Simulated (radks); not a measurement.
All-electron atom: a nucleus of charge 59.75 with 58 electrons in [Xe] 4f4. All-electron calculation, Dirac Kohn-Sham, LDA (Slater exchange, Perdew-Wang correlation), spin-unpolarised, spherical densities, point nucleus; open shells fill j = l - 1/2 first. Program: a radial shooting solver on a logarithmic mesh with Libxc functionals.

Spin-orbit splittings of the eigenvalues, e(l+1/2) - e(l-1/2), with zeta = 2 splitting/(2l+1) and mean radii in bohr:

| shell | occ. | splitting (eV) | zeta (eV) | <r> j=l-1/2 | <r> j=l+1/2 |
|---|---|---|---|---|---|
| 2p | 6 | 509.8 | 339.9 | 0.08470 | 0.09108 |
| 3p | 6 | 101.5 | 67.69 | 0.2573 | 0.2698 |
| 3d | 10 | 21.96 | 8.783 | 0.2410 | 0.2448 |
| 4p | 6 | 22.09 | 14.72 | 0.6283 | 0.6569 |
| 4d | 10 | 3.887 | 1.555 | 0.7078 | 0.7181 |
| 4f | 4 | 0.3793 | 0.1084 | 1.133 | 1.153 |
| 5p | 6 | 2.975 | 1.983 | 1.679 | 1.770 |
